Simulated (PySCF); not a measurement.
Electronic absorption of C6H10N2

Species: C6H10N2.
SMILES: `[H]/N=C\[C@@]1(N)C[C@@H]2C[C@@H]21`

Method: TDDFT PBE0/def2-SVPD, vertical, gas phase, core orbitals frozen in the response (PySCF). The structure is a single GFN2-xTB conformer in the gas phase; no vibrational or solvent corrections.

Task: Predict the UV-vis stick spectrum at this level.

Result: 

| state | λ (nm) | E (eV) | f | main configurations (H = HOMO, L = LUMO) |
| --- | --- | --- | --- | --- |
| S1 | 239.0 | 5.19 | 0.0025 | H→L (91%) |
| S2 | 209.1 | 5.93 | 0.013 | H-1→L (93%) |
| S3 | 189.8 | 6.53 | 0.022 | H-1→L+1 (83%) |
| S4 | 182.5 | 6.79 | 0.0027 | H→L+1 (84%) |
| S5 | 178.8 | 6.94 | 0.042 | H-2→L (92%) |
| S6 | 171.6 | 7.23 | 0.018 | H→L+2 (50%), H-1→L+2 (38%) |

Triplets (Tamm–Dancoff): T1 4.34 eV, H→L (87%); T2 5.18 eV, H-4→L (49%), H-2→L (27%).

The lowest singlet lies at 5.19 eV (239 nm, ultraviolet) and is very weak; its leading configuration is HOMO→LUMO (91%). The most intense listed level is S5 at 6.94 eV (179 nm, f = 0.042), 1.75 eV above S1. Löwdin shares by element: HOMO nitrogen 50% or more, carbon 23% or more, hydrogen 7% or more (atoms not listed hold the other 19%); LUMO carbon 39% or more, nitrogen 35% or more, hydrogen 6% or more (atoms not listed hold the other 20%). The listed states span 2.04 eV, and the widest gap between neighbours is 0.74 eV (S1 to S2). The oscillator strengths of these states sum to 0.099; summed over the whole spectrum of an exact calculation they would give the number of electrons, 60 (Thomas–Reiche–Kuhn). Weighted by f, the mean energy of these states is 6.72 eV. No computed singlet lies in the visible range (380 to 750 nm); the lowest, at 239 nm, stands 1.92 eV above its violet end (3.26 eV). Only the lowest 6 singlets were computed, as vertical energies without vibronic structure.

Time: 37 s; peak memory 0.95 GiB. Hardware: an Arm Neoverse V2 with one thread, no GPU, shared host with 32 logical CPUs at a one-minute load of 14.
